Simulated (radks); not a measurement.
Values are calculated unless marked as measured or tabulated.
Spherical quantum dot in the effective-mass picture: electrons in a parabolic well V = omega^2 r^2 / 2 with omega = 0.895, all in effective atomic units (hartree* = m*/eps^2 hartree, bohr* = eps/m* bohr), one dielectric constant everywhere. Level of theory: non-relativistic Kohn-Sham, LDA (Slater exchange, Perdew-Wang correlation), spin-polarised, spherical densities (a radial shooting solver with Libxc functionals). Levels are named by radial order and angular momentum (1s, 1p, 1d, 2s, ...), and open shells are averaged over m. Each electron was tried in the lowest free levels, single moves between levels near the top were tried too, and the lowest total energy was kept; such a search can miss a lower state. At N = 1 the Hartree and exchange-correlation terms need not cancel, so that row can carry a self-interaction error.

N,open shells,2S,mu = E(N) - E(N-1) (hartree*),addition energy mu(N+1) - mu(N) (hartree*),rms radius (bohr*)
1,"1s(up 1, down 0)",1,1.3725,0.6710,1.305
2,none,0,2.0435,1.247,1.390
3,"1p(up 1, down 0)",1,3.2906,0.4400,1.567
4,"1p(up 2, down 0)",2,3.7307,0.4418,1.671
5,"1p(up 3, down 0)",3,4.1725,0.5465,1.749
6,"1p(up 3, down 1)",2,4.7189,0.4024,1.817
7,"1p(up 3, down 2)",1,5.1214,0.4031,1.876
8,none,0,5.5245,0.9939,1.928
9,"1d(up 1, down 0)",1,6.5184,0.3550,2.000
10,"1d(up 2, down 0)",2,6.8734,0.3527,2.062
11,"1d(up 3, down 0)",3,7.2261,0.3496,2.118
12,"1d(up 4, down 0)",4,7.5757,0.3460,2.167
13,"1d(up 5, down 0)",5,7.9217,0.4296,2.213
14,"1d(up 5, down 1)",4,8.3513,0.3281,2.257
15,"1d(up 5, down 2)",3,8.6794,0.3264,2.298
16,"1d(up 5, down 3)",2,9.0058,0.3241,2.336
17,"1d(up 5, down 4)",1,9.3299,0.3214,2.373
18,none,0,9.6514,0.4104,2.408
19,"2s(up 1, down 0)",1,10.062,0.3603,2.442
20,none,0,10.422,0.6729,2.475
21,"1f(up 1, down 0)",1,11.095,0.2922,2.513
22,"1f(up 2, down 0)",2,11.387,0.2904,2.549
23,"1f(up 3, down 0)",3,11.678,0.2885,2.583
24,"1f(up 4, down 0)",4,11.966,0.2866,2.616
25,"1f(up 5, down 0)",5,12.253,0.2846,2.648
26,"1f(up 6, down 0)",6,12.537,0.2826,2.678
27,"1f(up 7, down 0)",7,12.820,0.3483,2.707
28,"1f(up 7, down 1)",6,13.168,0.2743,2.736
29,"1f(up 7, down 2)",5,13.442,0.2729,2.764
30,"1f(up 7, down 3)",4,13.715,0.2715,2.791
31,"1f(up 7, down 4)",3,13.987,0.2699,2.817
32,"1f(up 7, down 5)",2,14.257,0.2684,2.842
33,"1f(up 7, down 6)",1,14.525,0.2668,2.867
34,none,0,14.792,0.3929,2.891
35,"2p(up 1, down 0)",1,15.185,0.2678,2.915
36,"2p(up 2, down 0)",2,15.453,0.2668,2.939
37,"2p(up 3, down 0)",3,15.719,-,2.963

All shells are closed at N = 2, 8, 18, 20, 34 (there: 1s2 1p6 1d10 2s2 1f14); the second difference of the energy has clear peaks (12 % above both neighbours; the first and last values, which can be the largest, are not judged, and half-filled shells can peak too) at N = 2, 5, 8, 13, 18, 20, 27, 34.
